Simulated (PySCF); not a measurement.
C₃H₇NSi, SMILES C#CCN[SiH3]. Atoms are numbered in the order given.

```xyz
12

C      2.1964     1.5931     0.3624
C      1.5826     0.5552     0.4772
C      0.8223    -0.6968     0.5797
N     -0.1829    -0.8908    -0.4429
Si    -1.7486    -0.1337    -0.3844
H      2.7392     2.5151     0.2652
H      0.3342    -0.7316     1.5698
H      1.5335    -1.5419     0.5773
H      0.2203    -1.0284    -1.3645
H     -2.3350    -0.4236     0.9593
H     -2.5710    -0.7471    -1.4687
H     -1.7683     1.3547    -0.5725
```

Coordinates come from a PBE0-D3(BJ)/def2-SVP optimisation. The values are those of a single conformer.

Two levels are set side by side: PBE/pcSseg-1 (PySCF) and PBE0/pcSseg-1 (PySCF). GIAO shifts against NH3 (¹⁵N), TMS (²⁹Si), TMS (¹H), TMS (¹³C) at the same level; non-relativistic, no solvent, atoms listed together averaged. Differences are taken from unrounded values.

```csv
quantity,PBE0
δ(¹³C) of C1 (ppm),79.1
δ(¹³C) of C2 (ppm),88.4
δ(¹³C) of C3 (ppm),38.5
δ(¹⁵N) of N4 (ppm),24.3
δ(²⁹Si) of Si5 (ppm),-49.2
δ(¹H) of H6 (ppm),2.44
δ(¹H) of H9 (ppm),0.13
```

Problem. What does PBE give, and how far is it from PBE0? (The exact figures need the calculation; the answer reports its results.)

Solution. 
```
quantity                PBE  PBE minus PBE0
--------------------  -----  --------------
δ(¹³C) of C1 (ppm)     75.8            -3.3
δ(¹³C) of C2 (ppm)     87.2            -1.2
δ(¹³C) of C3 (ppm)     41.2             2.7
δ(¹⁵N) of N4 (ppm)     31.5             7.1
δ(²⁹Si) of Si5 (ppm)  -52.3            -3.1
δ(¹H) of H6 (ppm)      2.28           -0.16
δ(¹H) of H9 (ppm)      0.09           -0.04
```

Rough cost on one machine, each run with all the roots and properties that it gave: PBE0 against PBE within a factor of 2.
